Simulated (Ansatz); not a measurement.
Consider the redistribution: `[CH3][Al]([OH])[Br]` + `NB(S)[SiH2][SiH3]` → `[CH3][Al]([NH2])[Br]` + `OB(S)[SiH2][SiH3]`.

Program: Ansatz. Geometries: PBE0-D4/def2-TZVP. ΔE: electronic, gas phase. CCSD(T)/CBS adds triple-zeta CCSD(T) − MP2 to the extrapolated MP2 energy (def2 sets, frozen cores). Functionals use def2-TZVPP. B3LYP here is the variant with VWN-RPA as its local correlation; programs differ in this. For Br outer-core shells are correlated without core-valence functions, which leaves a few kJ/mol of doubt a bond. Scalar relativity is left out up to krypton. One conformer a species, not always the lowest.

Q: Is it downhill or uphill in electronic energy at CCSD(T)/CBS, and by how much? (An estimate is asked.)

A: Ansatz gave: Uphill: ΔE = +40.4 kJ/mol.

Q: What do these levels give: PBE-D4, B3LYP-D4, ωB97X-V, PBE, PBE0, SCS-MP2/def2-TZVPP, CCSD/def2-TZVPP, CCSD(T)/def2-TZVPP, HF/def2-QZVPP, SCS-MP2/def2-QZVPP, HF/CBS(def2), MP2/CBS(def2)? (Estimate.)

A: Ansatz gave: PBE-D4 40.4, B3LYP-D4 41.5, ωB97X-V 39.8, PBE 39.6, PBE0 40.0, SCS-MP2/def2-TZVPP 41.5, CCSD/def2-TZVPP 39.8, CCSD(T)/def2-TZVPP 39.8, HF/def2-QZVPP 36.8, SCS-MP2/def2-QZVPP 41.7, HF/CBS(def2) 36.8, MP2/CBS(def2) 43.4 kJ/mol.

Largest T1 diagnostic among the species: 0.014.
